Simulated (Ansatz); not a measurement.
Start from `FBF` and change one atom or group to get `CCB(F)F`.

Ansatz, PBE0-D4/def2-TZVP geometries, multiplicity 1. Each molecule was computed in one conformer, which needn't be the lowest.

```tsv
property	`FBF`
LUMO energy (PBE/def2-TZVPP) / eV	-1.37
HOMO energy (PBE/def2-TZVPP) / eV	-9.10
size of the dipole moment (ωB97M-V/def2-TZVPP) / D	0.87
HOMO energy (B3LYP/def2-TZVPP) / eV	-10.64
HOMO–LUMO gap (PBE/def2-TZVPP) / eV	7.74
ideal-gas entropy at 298 K and 1 bar (rigid rotor, harmonic PBE0-D4/def2-TZVP) / J/(mol·K)	244
```

Problem. What does the change do to each property? (An estimate is asked.)

Solution. Ansatz gave: 
```json
{"property": "LUMO energy (PBE/def2-TZVPP) / eV", "`CCB(F)F`": "-0.68", "shift": "0.69"}
{"property": "HOMO energy (PBE/def2-TZVPP) / eV", "`CCB(F)F`": "-7.91", "shift": "1.19"}
{"property": "size of the dipole moment (ωB97M-V/def2-TZVPP) / D", "`CCB(F)F`": "1.66", "shift": "0.79"}
{"property": "HOMO energy (B3LYP/def2-TZVPP) / eV", "`CCB(F)F`": "-9.23", "shift": "1.41"}
{"property": "HOMO–LUMO gap (PBE/def2-TZVPP) / eV", "`CCB(F)F`": "7.23", "shift": "-0.51"}
{"property": "ideal-gas entropy at 298 K and 1 bar (rigid rotor, harmonic PBE0-D4/def2-TZVP) / J/(mol·K)", "`CCB(F)F`": "325", "shift": "81"}
```

With PBE0 the HOMO rises by 1.43 eV and the LUMO rises by 0.71 eV, so the gap narrows by about 0.72 eV. PBE moves the HOMO by 1.19 eV and ωB97M-V by 1.51 eV. The zero-point energy changes by 150.1 kJ/mol with +18 modes. Dipoles are sizes alone; their direction can turn. Modes under 60 cm⁻¹, often nearly free rotors, make the harmonic entropy too high.

B3LYP here is the variant with VWN-RPA as its local correlation; programs differ in this.
